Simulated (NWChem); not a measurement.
Everything below was run with NWChem. System: H5BN (+1), charge 1, spin multiplicity 1, at a geometry optimised with PBE0/def2-SVP. The structure started from a generated list of species. Level: EOM-CCSD/def2-SVPD, 2 core orbitals frozen.

Output (cleaned and shortened):

```
             Northwest Computational Chemistry Package (NWChem) 7.3.0
             --------------------------------------------------------

                                NWChem Input Module
                                -------------------

 Scaling coordinates for geometry "geometry" by  1.889725989
 (inverse scale =  0.529177249)

                             Geometry "geometry" -> ""
                             -------------------------

 Output coordinates in angstroms (scale by  1.889725989 to convert to a.u.)

  No.       Tag          Charge          X              Y              Z
 ---- ---------------- ---------- -------------- -------------- --------------
    1 B                    5.0000     0.90821300     0.10080900     0.00780200
    2 N                    7.0000    -0.62411000    -0.07386300    -0.02162300
    3 H                    1.0000     1.54465000    -0.89169100     0.19866600
    4 H                    1.0000     1.30367400     1.22020600    -0.12461400
    5 H                    1.0000    -0.98017100     0.08980500     0.93682600
    6 H                    1.0000    -0.93442900    -1.02007900    -0.28189100
    7 H                    1.0000    -1.10601600     0.61475400    -0.61663700

 Effective nuclear repulsion energy (a.u.)      36.4247685017

            Nuclear Dipole moment (a.u.)
            ----------------------------
        X                 Y               Z
 ---------------- ---------------- ----------------
     0.0000056692    -0.0000018897    -0.0000018897


 Summary of "ao basis" -> "" (spherical)
 ------------------------------------------------------------------------------
       Tag                 Description            Shells   Functions and Types
 ---------------- ------------------------------  ------  ---------------------
 *                         def2-svpd                  on all atoms

 Summary of "ao basis" -> "ao basis" (spherical)
 ------------------------------------------------------------------------------
       Tag                 Description            Shells   Functions and Types
 ---------------- ------------------------------  ------  ---------------------
 B                         def2-svpd                 8       20   4s2p2d
 N                         def2-svpd                 8       20   4s2p2d
 H                         def2-svpd                 4        8   2s2p

                                 NWChem SCF Module
                                 -----------------

  ao basis        = "ao basis"
  functions       =    80
  atoms           =     7
  closed shells   =     8
  open shells     =     0
  charge          =   1.00
  wavefunction    = RHF
  use symmetry    = F
  symmetry adapt  = F

 Summary of "ao basis" -> "ao basis" (spherical)
 ------------------------------------------------------------------------------
       Tag                 Description            Shells   Functions and Types
 ---------------- ------------------------------  ------  ---------------------
 B                         def2-svpd                 8       20   4s2p2d
 N                         def2-svpd                 8       20   4s2p2d
 H                         def2-svpd                 4        8   2s2p

 Forming initial guess at       0.1s

      Superposition of Atomic Density Guess
      -------------------------------------

 Sum of atomic energies:         -81.24507469

 Renormalizing density from      17.00 to     16

      Non-variational initial energy
      ------------------------------

 Total energy =     -78.743267
 1-e energy   =    -169.266564
 2-e energy   =      54.098529
 HOMO         =      -0.715460
 LUMO         =      -0.359264

 Starting SCF solution at       0.5s

 ----------------------------------------------
         Quadratically convergent ROHF

 Convergence threshold     :          1.000E-07
 Maximum no. of iterations :          100
 Final Fock-matrix accuracy:          1.000E-09
 ----------------------------------------------

              iter       energy          gnorm     gmax       time
             ----- ------------------- --------- --------- --------
                 1      -81.6231864060  1.54D+00  4.14D-01      0.6
                 2      -81.7408403960  2.68D-01  7.02D-02      0.7
[...]
 largest EOMCCSD amplitudes: R1 and R2

 Singles contributions
     9a   (alpha) ---     8a   (alpha)        0.9197795891
    24a   (alpha) ---     8a   (alpha)        0.1540510512

 Doubles contributions
 ------------------

 Excited state root  2
 Excitation energy / hartree =        0.311267810117443
                   / eV      =        8.470031674285341
 largest EOMCCSD amplitudes: R1 and R2

 Singles contributions
     9a   (alpha) ---     7a   (alpha)        0.9094602922
    24a   (alpha) ---     7a   (alpha)        0.1395760185

 Doubles contributions
 ------------------

 Excited state root  3
 Excitation energy / hartree =        0.385847862133506
                   / eV      =       10.499459010853018
 largest EOMCCSD amplitudes: R1 and R2

 Singles contributions
    10a   (alpha) ---     8a   (alpha)        0.8742268421
    14a   (alpha) ---     8a   (alpha)       -0.1026907604
    16a   (alpha) ---     8a   (alpha)       -0.1674192098
    23a   (alpha) ---     8a   (alpha)        0.1882138123

 Doubles contributions

 No. of initial left vectors    3

 EOM-CCSD left-hand side iterations
 --------------------------------------------------------------
      Residuum       Omega / hartree  Omega / eV    Cpu    Wall
 --------------------------------------------------------------

 Iteration   1 using    3 trial vectors
   0.5216106246444   0.3253252732555    8.85255
   0.5826993534691   0.4167340469086   11.33992
   0.5326436351046   0.4872635699843   13.25912     9.6     9.6

 Iteration   2 using    6 trial vectors
   0.1380414502210   0.2446985923498    6.65859
   0.1430065368749   0.3264687314326    8.88367
   0.1380541257439   0.4018450821498   10.93477    10.0    10.0

 Iteration   3 using    9 trial vectors
   0.0537412623772   0.2357547767161    6.41522
   0.0624222638316   0.3149103396400    8.56915
   0.0791440808419   0.3929519798405   10.69277    10.0    10.0

 Iteration   4 using   12 trial vectors
   0.0188066835235   0.2336166420885    6.35703
   0.0248249865849   0.3119266808322    8.48796
   0.0391136322669   0.3888147744027   10.58019    11.7    11.7

 Iteration   5 using   15 trial vectors
   0.0060686451929   0.2331864459427    6.34533
   0.0101972253392   0.3114405177809    8.47473
   0.0202323065113   0.3867339835562   10.52357    12.7    12.7

 Iteration   6 using   18 trial vectors
   0.0020970764480   0.2330950383759    6.34284
   0.0049423949917   0.3112769542578    8.47028
   0.0134251615097   0.3858947122116   10.50073    11.9    11.9

 Iteration   7 using   21 trial vectors
   0.0008323786730   0.2330828280633    6.34251
   0.0024900216254   0.3112386556164    8.46924
   0.0090487831736   0.3858443919982   10.49936    12.7    12.7

 Iteration   8 using   24 trial vectors
   0.0003277020799   0.2330908910336    6.34273
   0.0010992379622   0.3112647406043    8.46995
   0.0042157219842   0.3858731366849   10.50015    12.8    12.8

 Iteration   9 using   27 trial vectors
   0.0001175748855   0.2330940356757    6.34281
   0.0004435159537   0.3112714444658    8.47013
   0.0022316215106   0.3858456849320   10.49940    12.3    12.3

 Iteration  10 using   30 trial vectors
   0.0000459967574   0.2330936955130    6.34280
   0.0001955678023   0.3112683911488    8.47005
   0.0014426687363   0.3858499080190   10.49951    12.4    12.4

 Iteration  11 using   33 trial vectors
   0.0000158508006   0.2330934206771    6.34280
   0.0000797264983   0.3112679637570    8.47004
   0.0008636961926   0.3858467798620   10.49943    12.3    12.3

 Iteration  12 using   36 trial vectors
   0.0000057142047   0.2330933831903    6.34280
   0.0000358004805   0.3112679417430    8.47004
   0.0004419551590   0.3858455789331   10.49940    13.1    13.1

 Iteration  13 using   38 trial vectors
   0.0000056598431   0.2330933843771    6.34280
   0.0000148441654   0.3112677686462    8.47003
   0.0002193252995   0.3858470430064   10.49944    10.0    10.0

 Iteration  14 using   40 trial vectors
   0.0000056176519   0.2330933850800    6.34280
   0.0000065107946   0.3112678040068    8.47003
   0.0001170375677   0.3858478383233   10.49946    11.3    11.3

 Iteration  15 using   41 trial vectors
   0.0000056308990   0.2330933860233    6.34280
   0.0000065069656   0.3112678040067    8.47003
   0.0000702306909   0.3858482635887   10.49947     8.3     8.3

 Iteration  16 using   42 trial vectors
   0.0000055991927   0.2330933878295    6.34280
   0.0000065054321   0.3112678039992    8.47003
   0.0000441611564   0.3858482970391   10.49947     6.5     6.5

 Iteration  17 using   43 trial vectors
   0.0000055558129   0.2330933897466    6.34280
   0.0000065043888   0.3112678039920    8.47003
   0.0000255463478   0.3858479662743   10.49946     8.2     8.2

 Iteration  18 using   44 trial vectors
   0.0000055074828   0.2330933900837    6.34280
   0.0000065043210   0.3112678039883    8.47003
   0.0000159430193   0.3858478755966   10.49946     6.5     6.5

 Iteration  19 using   45 trial vectors
   0.0000055049466   0.2330933898037    6.34280
   0.0000065041901   0.3112678039873    8.47003
   0.0000094003117   0.3858478661355   10.49946     7.0     7.0
 --------------------------------------------------------------
 Iterations converged

 Excited state root  1
 Excitation energy / hartree =        0.233093387051569
                   / eV      =        6.342796483350861

 EOM-CCSD transition moments / hartree
 --------------------------------------------
 X    0.0014016 Y    0.0103135 Z    0.0019700
 Oscillator Strength                0.0000174
 --------------------------------------------

 EOM-CCSD dipole moments / hartree & Debye
 ------------------------------------
   X         0.5442539      1.3833659
   Y         0.0474829      0.1206903
   Z        -0.0518757     -0.1318559
 Total       0.5487787      1.3948667
 ------------------------------------

 Singles contributions
     9a   (alpha) ---     8a   (alpha)        0.9197795891
    24a   (alpha) ---     8a   (alpha)        0.1540510512

 Doubles contributions

 Excited state root  2
 Excitation energy / hartree =        0.311267810117443
                   / eV      =        8.470031674285341

 EOM-CCSD transition moments / hartree
 --------------------------------------------
 X    0.0218360 Y    0.0675859 Z    0.4569415
 Oscillator Strength                0.0443744
 --------------------------------------------

 EOM-CCSD dipole moments / hartree & Debye
 ------------------------------------
   X         0.9866063      2.5077221
   Y         0.0896209      0.2277954
   Z        -0.0643681     -0.1636086
 Total       0.9927574      2.5233566
 ------------------------------------

 Singles contributions
     9a   (alpha) ---     7a   (alpha)        0.9094602922
    24a   (alpha) ---     7a   (alpha)        0.1395760185

 Doubles contributions

 Excited state root  3
 Excitation energy / hartree =        0.385847862133506
                   / eV      =       10.499459010853018

 EOM-CCSD transition moments / hartree
 --------------------------------------------
 X    0.0247756 Y    0.2220280 Z    0.0339276
 Oscillator Strength                0.0131346
 --------------------------------------------

 EOM-CCSD dipole moments / hartree & Debye
 ------------------------------------
   X        -1.4478075     -3.6799873
   Y        -0.1456165     -0.3701231
   Z         0.0284162      0.0722273
 Total       1.4553893      3.6992586
 ------------------------------------

 Singles contributions
    10a   (alpha) ---     8a   (alpha)        0.8742268421
    14a   (alpha) ---     8a   (alpha)       -0.1026907604
    16a   (alpha) ---     8a   (alpha)       -0.1674192098
    23a   (alpha) ---     8a   (alpha)        0.1882138123

 Doubles contributions

 Task  times  cpu:      317.5s     wall:      317.5s

 Total times  cpu:      317.5s     wall:      317.5s
```

Write an NWChem input that would produce this output.

This is not unique; one that fits is 
```
start mol
memory heap 100 mb stack 700 mb global 1900 mb
charge 1
geometry units angstroms nocenter noautoz noautosym
  B      0.908213     0.100809     0.007802
  N     -0.624110    -0.073863    -0.021623
  H      1.544650    -0.891691     0.198666
  H      1.303674     1.220206    -0.124614
  H     -0.980171     0.089805     0.936826
  H     -0.934429    -1.020079    -0.281891
  H     -1.106016     0.614754    -0.616637
end
basis spherical
  * library def2-svpd
end
scf
  rhf
  nopen 0
  maxiter 100
  thresh 1e-7
  semidirect memsize 60000000 filesize 0
end
tce
  freeze core 2
  ccsd
  nroots 3
  2eorb
  2emet 13
  thresh 1e-5
  maxiter 200
  tilesize 24
  dipole
end
task tce energy
```
